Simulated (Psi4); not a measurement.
C₄H₅, doublet, at a GFN2-xTB geometry; CAM-B3LYP/cc-pVDZ (Psi4).

Psi4 was given this input:
```
memory 2 GB

molecule {
0 2
  C    -0.02205061   -0.68473402    0.84115130
  C    -0.00826608    0.63490979    0.88350398
  C     0.00201276   -0.84177276   -0.65304234
  C     0.01874293    0.70825289   -0.63453241
  H    -0.01290424    1.39550575    1.63691836
  H    -0.88690102   -1.29361008   -1.08611356
  H     0.89519009   -1.31321238   -1.05535354
  H     0.92842902    1.14581919   -1.04347686
  H    -0.86644785    1.16556213   -1.07445758
}

set basis cc-pvdz
set reference uks
set guess gwh

energy('cam-b3lyp')
print_variables()
```

Task: Predict the main parts of the log of this Psi4 run.

Result: 
```
   => Loading Basis Set <=

    Name: CC-PVDZ
    Role: ORBITAL
    Keyword: BASIS

         ---------------------------------------------------------
                                   SCF
               by Justin Turney, Rob Parrish, Andy Simmonett
                          and Daniel G. A. Smith
                              UKS Reference
         ---------------------------------------------------------

  ==> Geometry <==

    Molecular point group: c1
    Full point group: C1

    Geometry (in Angstrom), charge = 0, multiplicity = 2:

       Center              X                  Y                   Z               Mass
    ------------   -----------------  -----------------  -----------------  -----------------
         C           -0.020977494464    -0.664155691348     0.792093888953    12.000000000000
         C           -0.007192964464     0.655488118652     0.834446568953    12.000000000000
         C            0.003085875536    -0.821194431348    -0.702099751047    12.000000000000
         C            0.019816045536     0.728831218652    -0.683589821047    12.000000000000
         H           -0.011831124464     1.416084078652     1.587860948953     1.007825032230
         H           -0.885827904464    -1.273031751348    -1.135170971047     1.007825032230
         H            0.896263205536    -1.292634051348    -1.104410951047     1.007825032230
         H            0.929502135536     1.166397518652    -1.092534271047     1.007825032230
         H           -0.865374734464     1.186140458652    -1.123514991047     1.007825032230

  Running in c1 symmetry.

  Rotational constants: A =      0.50491  B =      0.41047  C =      0.24788 [cm^-1]
  Rotational constants: A =  15136.80520  B =  12305.55709  C =   7431.34421 [MHz]
  Nuclear repulsion =  106.576406921068823

  Charge       = 0
  Multiplicity = 2
  Electrons    = 29
  Nalpha       = 15
  Nbeta        = 14

  ==> Algorithm <==

  SCF Algorithm Type is DF.
  DIIS enabled.
  MOM disabled.
  Fractional occupation disabled.
  Guess Type is GWH.
  Energy threshold   = 1.00e-06
  Density threshold  = 1.00e-06
  Integral threshold = 1.00e-12

  ==> Primary Basis <==

  Basis Set: CC-PVDZ
    Blend: CC-PVDZ
    Number of shells: 39
    Number of basis functions: 81
    Number of Cartesian functions: 85
    Spherical Harmonics?: true
    Max angular momentum: 2

  ==> DFT Potential <==

   => LibXC <=

    Version 7.1.2
    S. Lehtola, C. Steigemann, M. J. T. Oliveira, and M. A. L. Marques,  SoftwareX 7, 1–5 (2018) (10.1016/j.softx.2017.11.002)

   => Composite Functional: CAM-B3LYP <=

    CAM-B3LYP Hyb-GGA Exchange-Correlation Functional

    T. Yanai, D. P. Tew, and N. C. Handy,  Chem. Phys. Lett. 393, 51 (2004) (10.1016/j.cplett.2004.06.011)

    Deriv               =              1
    GGA                 =           TRUE
    Meta                =          FALSE

    Exchange Hybrid     =           TRUE
    MP2 Hybrid          =          FALSE

   => Exchange Functionals <=

    0.3500         Becke 88 [omega = 0.3300]
    0.4600   Short-range recipe for B88 functional - erf [omega = 0.3300]

   => Exact (HF) Exchange <=

    0.4600            HF,LR [omega = 0.3300]
    0.1900               HF

   => Correlation Functionals <=

    0.1900   Vosko, Wilk & Nusair (VWN5)
    0.8100   Lee, Yang & Parr

   => LibXC Density Thresholds  <==

    XC_HYB_GGA_XC_CAM_B3LYP:  1.00E-14

   => Molecular Quadrature <=

    Radial Scheme          =       TREUTLER
    Pruning Scheme         =           NONE
    Nuclear Scheme         =       TREUTLER

    Blocking Scheme        =         OCTREE
    BS radius alpha        =              1
    Pruning alpha          =              1
    Radial Points          =             75
    Spherical Points       =            302
    Total Points           =         192263
    Total Blocks           =           1491
    Max Points             =            256
    Max Functions          =             81
[...]
   -------------------------------------------------------
    Total      81      81      15      14      14       1
   -------------------------------------------------------

  ==> Iterations <==

                           Total Energy        Delta E     RMS |[F,P]|

   @DF-UKS iter   1:  -152.80704922564226   -1.52807e+02   3.72210e-02 ADIIS/DIIS
   @DF-UKS iter   2:  -154.35571723811401   -1.54867e+00   1.47017e-02 ADIIS/DIIS
   @DF-UKS iter   3:  -154.90643067831266   -5.50713e-01   8.99417e-03 ADIIS/DIIS
   @DF-UKS iter   4:  -155.19150185755333   -2.85071e-01   7.19491e-04 ADIIS/DIIS
   @DF-UKS iter   5:  -155.19324274717846   -1.74089e-03   6.50650e-04 ADIIS/DIIS
   @DF-UKS iter   6:  -155.19481998215929   -1.57723e-03   1.62306e-04 ADIIS/DIIS
   @DF-UKS iter   7:  -155.19507019278825   -2.50211e-04   7.37686e-05 DIIS
   @DF-UKS iter   8:  -155.19518755929838   -1.17367e-04   5.06675e-05 DIIS
   @DF-UKS iter   9:  -155.19525660125444   -6.90420e-05   2.66571e-05 DIIS
   @DF-UKS iter  10:  -155.19528609117503   -2.94899e-05   8.54492e-06 DIIS
   @DF-UKS iter  11:  -155.19528857445781   -2.48328e-06   3.83697e-06 DIIS
   @DF-UKS iter  12:  -155.19528873556445   -1.61107e-07   1.65345e-06 DIIS
   @DF-UKS iter  13:  -155.19528877179860   -3.62342e-08   4.87830e-07 DIIS
  Energy and wave function converged.

  ==> Post-Iterations <==

   Electrons on quadrature grid:
      Nalpha   =   14.9999813471 ; deviation = -1.865e-05
      Nbeta    =   13.9999806604 ; deviation = -1.934e-05
      Ntotal   =   28.9999620075 ; deviation = -3.799e-05

   @Spin Contamination Metric:   9.204162015E-03
   @S^2 Expected:                7.500000000E-01
   @S^2 Observed:                7.592041620E-01
   @S   Expected:                5.000000000E-01
   @S   Observed:                5.000000000E-01

    Orbital Energies [Eh]
    ---------------------

    Alpha Occupied:

[...]
    Alpha Virtual:

[...]
    Beta Occupied:

[...]
    Beta Virtual:

[...]
      81A      2.883480

    Final Occupation by Irrep:
              A
    DOCC [    14 ]
    SOCC [     1 ]
    NA   [    15 ]
    NB   [    14 ]

  @DF-UKS Final Energy:  -155.19528877179860

   => Energetics <=

    Nuclear Repulsion Energy =            106.5764069210688234
    One-Electron Energy =                -418.2885819258333413
    Two-Electron Energy =                 173.4316975221212260
    DFT Exchange-Correlation Energy =     -16.9148112891553133
    Empirical Dispersion Energy =           0.0000000000000000
    VV10 Nonlocal Energy =                  0.0000000000000000
    Total Energy =                       -155.1952887717986016

  UHF NO Occupations:
  HONO-2 :   13  A 1.9993930
  HONO-1 :   14  A 1.9962342
  HONO-0 :   15  A 1.0000000
  LUNO+0 :   16  A 0.0037658
  LUNO+1 :   17  A 0.0006070
  LUNO+2 :   18  A 0.0001100
  LUNO+3 :   19  A 0.0000696

Computation Completed

Properties will be evaluated at   0.000000,   0.000000,   0.000000 [a0]

Properties computed using the SCF density matrix

 Multipole Moments:

 ------------------------------------------------------------------------------------
     Multipole            Electronic (a.u.)      Nuclear  (a.u.)        Total (a.u.)
 ------------------------------------------------------------------------------------

 L = 1.  Multiply by 2.5417464519 to convert [e a0] to [Debye]
 Dipole X            :         -0.0479861            0.0588089            0.0108228
 Dipole Y            :         -0.8277039            1.1277348            0.3000309
 Dipole Z            :          2.2550811           -2.6884471           -0.4333660
 Magnitude           :                                                    0.5272018

 ------------------------------------------------------------------------------------

  Variable Map:
  ----------------------------------------------------------------------------
[...]
  Array Variable Map:
  ----------------------------------------------------------------------------
[...]
[...]
```
